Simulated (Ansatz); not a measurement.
Cost and result for the atomization energy of CH₃BrClFSi (`FC([SiH3])(Cl)Br`) (8 atoms, 7 bonds).

Total charge 0; spin multiplicity 1. Correlated methods include outer-core shells of Br, which these sets cover unevenly. Scalar relativity is left out up to krypton. Geometry: relaxed with PBE0-D4/def2-TZVP. Program: Ansatz. All runs use 4 threads of an Arm Neoverse V1 on a shared host. Times are those of one run each, without the atoms' runs, and a repeat can differ threefold. Electronic energies, without spin–orbit coupling; frozen cores. CCSD(T)/CBS adds CCSD(T) − MP2 in def2-TZVPP to the MP2 limit, and its time is that of the two runs behind it. T1 = 0.011. With those shells the extrapolation isn't a true limit. B3LYP takes the VWN-RPA correlation (the form of Gaussian; ORCA's B3LYP/G).

CCSD(T)/CBS is a level of theory with its own doubt, some kJ/mol a heavy atom from the limit and from the frozen cores, so smaller differences don't rank the functionals.

```
                             level  functions  wall time
   PBE-D4/def2-TZVPP (with forces)        236        3 s
                PBE0-D4/def2-TZVPP        236      4.2 s
r2SCAN-D4/def2-TZVPP (with forces)        236        6 s
 B3LYP-D4/def2-TZVPP (with forces)        236      6.5 s
                 B2PLYP/def2-TZVPP        236        7 s
                ωB97X-V/def2-TZVPP        236       10 s
  ωB97M-V/def2-TZVPP (with forces)        236       15 s
                    MP2/def2-QZVPP        433       30 s
                CCSD(T)/def2-TZVPP        236    3.8 min
                 CCSD(T)/CBS(def2)          –    4.3 min
```

Question: What atomization energy does each give, and how far from CCSD(T)/CBS? (Best estimate.)

Answer: Computed: 
| level | atomization (kcal/mol) | difference from CCSD(T)/CBS | per bond |
| --- | --- | --- | --- |
| PBE-D4/def2-TZVPP (with forces) | 589.4 | 14.2 | 2.0 |
| PBE0-D4/def2-TZVPP | 574.0 | -1.2 | -0.2 |
| r2SCAN-D4/def2-TZVPP (with forces) | 578.0 | 2.8 | 0.4 |
| B3LYP-D4/def2-TZVPP (with forces) | 568.6 | -6.6 | -0.9 |
| B2PLYP/def2-TZVPP | 561.9 | -13.3 | -1.9 |
| ωB97X-V/def2-TZVPP | 576.7 | 1.5 | 0.2 |
| ωB97M-V/def2-TZVPP (with forces) | 574.6 | -0.6 | -0.1 |
| MP2/def2-QZVPP | 583.0 | 7.8 | 1.1 |
| CCSD(T)/def2-TZVPP | 555.2 | -20.0 | -2.9 |
| CCSD(T)/CBS(def2) | 575.2 | 0.0 | 0.0 |

In def2-TZVPP, CCSD(T) changes the Hartree–Fock value by +162.7 kcal/mol (the triples alone add +12.9 kcal/mol) and MP2 by +178.8 kcal/mol; breaking electron pairs costs correlation energy, which Hartree–Fock lacks. From PBE to PBE0 (25 % exact exchange), in def2-TZVPP and without D4, the atomization energy moves by −14.6 kcal/mol: exact exchange takes away binding that semilocal exchange gives to molecules. The D4 term adds +9.4 kcal/mol with B3LYP and +4.8 kcal/mol with PBE0; it sums over pairs of atoms, weighted by their polarisabilities, and B3LYP, whose exchange is more repulsive, gets the larger term.
